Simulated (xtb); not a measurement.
H2O3S, SMILES O=[SH](=O)O. All values are semi-empirical tight-binding results from xtb (GFN2-xTB unless named), good for trends rather than for accurate numbers. Geometry: GFN2-xTB. The values are those of a single conformer.

Computed properties:
| Quantity | Result |
|---|---|
| orbital gap | 8.61 eV |
| zero-point energy | 19.0 kcal/mol |
| G − E(el) at 298.15 K (modified RRHO) | 2.0 kcal/mol |
| static polarisability (D4 model) | 40.7 bohr³ |
| solvation energy, GFN2-xTB/ALPB(water) | -13.7 kcal/mol |
| solvation energy, GFN2-xTB/ALPB(octanol) | -7.9 kcal/mol |
